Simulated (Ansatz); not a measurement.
Computed with Ansatz on PBE0-D4/def2-TZVP structures; ΔE is electronic, products minus reactants. CCSD(T)/CBS adds triple-zeta CCSD(T) − MP2 to the extrapolated MP2 energy (def2 sets, frozen cores). This one scheme is used for every species. Functionals use def2-TZVPP. For Br, Ga outer-core shells are correlated without core-valence functions, which leaves a few kJ/mol of doubt a bond. Scalar relativity is left out up to krypton. Each species was taken in one conformer, which may not be the lowest.

Consider the ligand exchange at a Ga–O bond: `C[O][Ga]([OH])[Br]` + H₂S → `C[O][Ga]([SH])[Br]` + H₂O.

```
             level  ΔE (kcal/mol)  difference from CCSD(T)/CBS
         revPBE-D4          -10.3                         -0.6
         r2SCAN-D4           -9.2                          0.5
        r2SCAN0-D4           -9.9                         -0.2
           ωB97M-V           -8.9                          0.8
          PBE-QIDH           -9.7                          0.0
              PBE0          -10.1                         -0.4
      MP2/def2-SVP           -6.3                          3.4
   CCSD/def2-TZVPP           -7.8                          1.9
SCS-MP2/def2-QZVPP           -8.2                          1.5
      HF/CBS(def2)           -6.8                          2.9
       CCSD(T)/CBS           -9.7                            0
```

Largest T1 diagnostic among the species: 0.012.

From BLYP to BHLYP (50 % exact exchange), in def2-TZVPP and without D4, ΔE moves by −0.8 kcal/mol. The D4 term adds −1.2 kcal/mol with B3LYP and −0.7 kcal/mol with PBE0; it sums over pairs of atoms, weighted by their polarisabilities, and B3LYP, whose exchange is more repulsive, gets the larger term. Leaving LDA and LC-ωPBE aside and taking each functional with its dispersion term where it has one, the values, not all of them listed here, spread over 3.1 kcal/mol, from HSE06-D4 to CAM-B3LYP-D4.

B3LYP here is the variant with VWN-RPA as its local correlation; programs differ in this.
